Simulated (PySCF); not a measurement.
## How methods differ on the ionisation energy of Cl⁺

Cl⁺ [Ne] 3s2 3p4 (3P) → Cl²⁺ [Ne] 3s2 3p3 (4S), as a difference of total energies. Calculation: PySCF 2.14, in def2-QZVPPD (10s7p5d2f1g, 79 functions); no relativity, point nucleus. Correlated levels: valence: [Ne] frozen; valence and next inner shell: 1s2 frozen. The calculations carry no spin-orbit coupling.

```csv
method,ionisation energy (eV)
UHF,22.593
LDA,23.978
PBE,23.844
PBE0,23.839
r2SCAN,23.803
r2SCANh,23.798
wB97M-V,23.811
B2PLYP,23.765
MN15,23.934
MP2 (valence),23.484
SCS-MP2 (valence),23.592
MP2 (valence and next inner shell),23.497
SCS-MP2 (valence and next inner shell),23.598
```

Question: How much does correlation contribute at MP2 (valence and next inner shell)?

Answer: 23.497 − (22.593) = 0.904 eV, measured against UHF.

A first-order spin-orbit estimate (lowest level to lowest level, LS coupling) adds 0.039 eV.

Errors of the correlated levels include the incompleteness of this basis and the frozen core.

For comparison: 23.814 eV (measured; NIST Atomic Spectra Database, ionization energies).
